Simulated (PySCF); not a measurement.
C4H3FOSi, SMILES C#C[Si](O)(F)C#C.

Geometry: r2SCAN-D4/def2-SVP. The structure was generated by enumeration, and PubChem lists no compound with its InChIKey, so it may never have been made. One conformer was computed; it need not be the lowest.

These are SMD-ωB97X/def2-SVP (PySCF) values and carry that method's errors.

Solvation free energies are E(SMD) − E(gas) at the gas-phase geometry, for 1 M in both phases. In vacuum the dipole moment is 2.18 D.

```json
[
 {"solvent": "water", "ΔG(solv) (kcal/mol)": "-3.9", "its non-electrostatic (CDS) part": "7.8", "dipole (D)": "2.77"},
 {"solvent": "toluene", "ΔG(solv) (kcal/mol)": "[?]", "its non-electrostatic (CDS) part": "[?]", "dipole (D)": "[?]"},
 {"solvent": "acetone", "ΔG(solv) (kcal/mol)": "-6.0", "its non-electrostatic (CDS) part": "2.8", "dipole (D)": "2.70"}
]
```

Q: Complete the blanks. (An estimate is asked for; the answer gives what the named calculation found.)

A: 
- toluene, ΔG(solv) (kcal/mol): -2.4
- toluene, its non-electrostatic (CDS) part: 1.7
- toluene, dipole (D): 2.43
